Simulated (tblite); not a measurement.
C3H7NSSi2.
Structure used (GFN2-xTB), in Å, numbered top down from 1:
```
atom  x, y, z in Å
N1    -4.8338    0.0572    0.6031
C2    -3.6883    0.0264    0.5489
C3    -2.2829   -0.0103    0.4708
C4    -1.6117    0.3763   -0.6167
Si5    0.2582    0.3431   -0.7742
S6     0.9838   -0.4194    1.0999
Si7    3.1132   -0.4594    0.8403
H8    -1.7682   -0.3755    1.3508
H9    -2.1740    0.7347   -1.4704
H10    0.7844    1.6902   -0.9763
H11    0.6702   -0.5545   -1.8501
H12    3.5562    0.8974    0.5469
H13    3.5810   -0.9552    2.1207
H14    3.4112   -1.3515   -0.2731
```

Method: GFN2-xTB as coded in tblite; computed harmonic values from a numerical Hessian at the method's own geometry, unscaled. Against measured fundamentals such values can be off by several per cent, at times by over 20. Modes of hydrogen on silicon can be 10 to 20 % off. One conformer, not necessarily the lowest.

Harmonic wavenumbers (cm⁻¹): 26.2, 62.2, 73.6, 81.4, 118.9, 121.1, 162.1, 322.4, 398.4, 475.4, 490.9, 509.3, 516.7, 532.4, 566.3, 569.8, 676.8, 741.3, 747.6, 759.1, 766.9, 790.5, 815.3, 994.3, 1022.5, 1178.3, 1274.4, 1628.2, 2270.1, 2288.7, 2308.2, 2318.8, 2365.2, 2381.2, 3040.4, 3053.1.

A = 4965, B = 534.9, C = 488.3 MHz; mass 144.984 u (most abundant isotopes); point group Cs, symmetry number 1.

What is the zero-point energy?

½Σν̃ = 18224 cm⁻¹ = 218.01 kJ/mol.

Give the ideal-gas entropy at 400 K and 1 bar in the rigid-rotor, harmonic-oscillator model (classical rotation).

Translation 177.03, rotation 128.75, vibration 192.01: S = 497.8 J/(mol K).

And Cp and H(400 K) − H(0)?

Cp = 193.33 J/(mol K), of which vibrations give 160.07 (their classical limit is 36 R = 299.3); H(400 K) − H(0) = 49.73 kJ/mol without the zero-point energy, 36.43 from vibrations.

Which modes carry the vibrational entropy at 400 K?

26.2 cm⁻¹: 27.96; 62.2 cm⁻¹: 20.78; 73.6 cm⁻¹: 19.39; 81.4 cm⁻¹: 18.56; 118.9 cm⁻¹: 15.44; 121.1 cm⁻¹: 15.29 J/(mol K); the other 30 give 74.60 together.

What must be added to the electronic energy to get the Gibbs energy at 400 K and 1 bar?

ZPE + [H(400 K) − H(0)] − T·S = 218.01 + 49.73 − 199.11 = 68.63 kJ/mol.

How do the functions run with temperature in this model?

| T (K) | S (J/(mol K)) | Cp (J/(mol K)) | H − H(0) (kJ/mol) | G − H(0) (kJ/mol) | ln q(vib) |
| --- | --- | --- | --- | --- | --- |
| 150 | 353.6 | 106.3 | 11.17 | -41.87 | 4.72 |
| 250 | 417.7 | 147.6 | 23.89 | -80.53 | 7.84 |
| 298.15 | 445.2 | 164.7 | 31.42 | -101.31 | 9.27 |
| 600 | 583.8 | 230.6 | 92.41 | -257.87 | 17.29 |
| 900 | 684.4 | 265.2 | 167.22 | -448.78 | 23.95 |

q(vib) and H(0) count from the zero-point level.

Blend soft modes into free rotors: weight 1/[1 + (100 cm⁻¹/ν̃)⁴] for the oscillator and the rest for a rotor with moment μB/(μ + B), μ = h/(8π²ν), B = 10⁻⁴⁴ kg m². What vibrational entropy results?

168.83 J/(mol K) in place of 192.01, which changes −T·S at 400 K by +9.27 kJ/mol.

Hindered rotation and anharmonicity are outside this model. Other conformers, if any are populated, would add a mixing term that is left out.

On Arm Neoverse N1, one thread, on a shared host, this took 0.96 s wall. The figure is for the frequency step alone.
